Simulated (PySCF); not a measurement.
Molfile (atoms numbered from 1):
```
C3H7AlN2
     RDKit          3D

 13 12  0  0  0  0  0  0  0  0999 V2000
   -3.3090    0.2026   -0.5295 C   0  0  0  0  0  0  0  0  0  0  0  0
   -2.0988   -0.0917   -0.4051 N   0  0  0  0  0  0  0  0  0  0  0  0
   -0.8424   -1.3515   -0.7891 Al  0  0  0  0  0  4  0  0  0  0  0  0
    0.8254   -0.3052   -0.2313 N   0  0  0  0  0  0  0  0  0  0  0  0
    1.7644    0.2812    0.0834 C   0  0  0  0  0  0  0  0  0  0  0  0
    2.9386    1.0239    0.4815 C   0  0  0  0  0  0  0  0  0  0  0  0
   -3.7345    1.1481   -0.1180 H   0  0  0  0  0  0  0  0  0  0  0  0
   -4.0712   -0.4273   -1.0491 H   0  0  0  0  0  0  0  0  0  0  0  0
   -0.4559   -1.5849   -2.3268 H   0  0  0  0  0  0  0  0  0  0  0  0
   -0.7286   -2.5550    0.2594 H   0  0  0  0  0  0  0  0  0  0  0  0
    3.4451    1.4255   -0.4077 H   0  0  0  0  0  0  0  0  0  0  0  0
    2.6440    1.8557    1.1372 H   0  0  0  0  0  0  0  0  0  0  0  0
    3.6300    0.3637    1.0245 H   0  0  0  0  0  0  0  0  0  0  0  0
  1  2  2  0
  2  3  1  0
  3  4  1  0
  4  5  3  0
  5  6  1  0
  1  7  1  0
  1  8  1  0
  3  9  1  0
  3 10  1  0
  6 11  1  0
  6 12  1  0
  6 13  1  0
M  CHG  2   3  -1   4   1
M  END
```

Geometry: PBE0-D3(BJ)/def2-SVP; GIAO shifts from PySCF 2.14, gas phase, non-relativistic, averaged over equivalent atoms.

At KT3/pcSseg-1 (144 basis functions, 14 s wall time on 1 thread of an Arm Neoverse V2, shared host):
```json
{"atoms": "C1", "δ (ppm)": "152.4"}
{"atoms": "C5", "δ (ppm)": "112.0"}
{"atoms": "C6", "δ (ppm)": "2.6"}
{"atoms": "N2", "δ (ppm)": "426.6"}
{"atoms": "N4", "δ (ppm)": "225.7"}
{"atoms": "Al3", "δ (ppm)": "36.4"}
{"atoms": "H8", "δ (ppm)": "9.19"}
{"atoms": "H7", "δ (ppm)": "8.96"}
{"atoms": "H9/H10", "δ (ppm)": "3.98"}
{"atoms": "H11/H12/H13", "δ (ppm)": "2.28"}
```

δ = σ(ref) − σ, references computed at the same level: ¹³C (182.31 ppm), ¹H (31.32 ppm) against TMS; ¹⁵N (262.01 ppm) vs NH3; ²⁷Al (502.40 ppm) vs AlH4-.

**Question.** What do these become at B97-D/pcSseg-1?

**Answer.** 
```
      atoms  δ at B97-D/pcSseg-1  change
         C1                160.3    +7.9
         C5                117.7    +5.7
         C6                  1.9    -0.7
         N2                446.5   +19.9
         N4                232.6    +6.9
        Al3                 37.0    +0.6
         H8                 9.42   +0.23
         H7                 9.17   +0.21
     H9/H10                 4.00   +0.02
H11/H12/H13                 2.26   -0.02
```

References, each an isolated molecule treated in the same way: TMS for ¹³C (179.17 ppm), ¹H (31.41 ppm); NH3 for ¹⁵N (260.85 ppm); ²⁷Al (496.81 ppm) against AlH4-.

The largest change is at N2 (imine nitrogen). Cost: 144 basis functions, 15 s wall time on 1 thread of an Arm Neoverse V2, shared host. The order of the carbon signals is the same at both levels.

Experimental scales use liquid or dissolved standards, which lie at an offset from isolated NH3 (liquid NH3: subtract about 20 ppm). Unscaled 15N shifts of sp2 nitrogen often come out too high even then, by a few to some tens of ppm.
